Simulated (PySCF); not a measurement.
PySCF input file for B(Cl)(H)(SH) (BClH₂S), SMILES SBCl, PBE0/pcJ-1. Geometry: B3LYP-D3(BJ)/def2-TZVP. Other conformers were not sampled.

```python
import numpy as np
from pyscf import gto, scf, dft
from pyscf.prop.ssc import rks as ssc

mol = gto.M(
    atom='''
    B     0.71069796   -0.01309459    0.00000000
    Cl   -0.14610276   -1.54400328    0.00000000
    H     1.89398482   -0.01425557    0.00000000
    S    -0.23621664    1.49946802    0.00000000
    H     0.81573858    2.33629582    0.00000000
    ''',
    basis='pcJ-1',
    charge=0,
    spin=0,
    max_memory=1600,
    verbose=3,
)
mf = dft.RKS(mol, xc='pbe0')
mf.grids.level = 3
mf.conv_tol = 1e-10
mf.max_cycle = 100
mf.kernel()
j = ssc.SSC(mf)
j.with_fcsd = True
j.max_cycle_cphf = 80
j.conv_tol = 1e-7
e11 = j.kernel()
```

It prints:

```
converged SCF energy = -878.683120248092
Reduced spin-spin coupling constant K (Hz)
               #0        #1        #2        #3        #4
        0 B    0.00000
        1 Cl -26.37695   0.00000
        2 H   17.84699   2.25829   0.00000
        3 S   -5.78638   0.87411   0.19869   0.00000
        4 H   -0.48294   1.38747   0.26934   9.50367   0.00000
Spin-spin coupling constant J (Hz)
               #0        #1        #2        #3        #4
        0 B    0.00000
        1 Cl -25.90488   0.00000
        2 H  178.68372   6.91147   0.00000
        3 S   -4.45167   0.20557   0.47635   0.00000
        4 H   -4.83514   4.24635   8.40354  22.78464   0.00000
```

The run converged.
